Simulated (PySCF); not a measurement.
# Ionisation energy of Pb⁶⁵⁺ by level of theory

Pb⁶⁵⁺ [Ne] 3s2 3p5 [3p1/2^2 3p3/2^3, M_J = 3/2] → Pb⁶⁶⁺ [Ne] 3s2 3p4 [3p1/2^2 3p3/2^2, M_J = 2], as a difference of total energies. Computed with PySCF 2.14 in an even-tempered Gaussian basis (17 s from 22 bohr⁻², ratio 2.4; 14 p from 29 bohr⁻², ratio 2.4; 4 d from 100 bohr⁻², ratio 2.6; 4 f from 150 bohr⁻², ratio 2.6), with the two-component X2C-1e Hamiltonian. Correlated levels: 1s2 frozen; the 46 highest virtual spinors dropped. "Screened" scales the spin-orbit matrix elements by Boettger's factors to mimic the two-electron term; Breit and QED terms are absent.

```tsv
method	ionisation energy (eV)
GHF (spin-free)	7665.4
GMP2 (spin-free)	7666.7
GHF (screened spin-orbit)	7504.4
GMP2 (screened spin-orbit)	7505.6
```

Breit and QED terms and the two-electron picture change are absent.

The spin-free rows relax to the high-spin LS determinant and lack the spin-orbit shift.

The labels give the starting determinants; with spin-orbit coupling the two ends relaxed to ⟨J²⟩ = 3.75, ⟨L²⟩ = 2.07, ⟨S²⟩ = 0.82 and ⟨J²⟩ = 6.00, ⟨L²⟩ = 3.34, ⟨S²⟩ = 1.42.

For comparison: 7500 ± 30 eV (theoretical estimate listed by NIST; NIST Atomic Spectra Database, ionization energies).
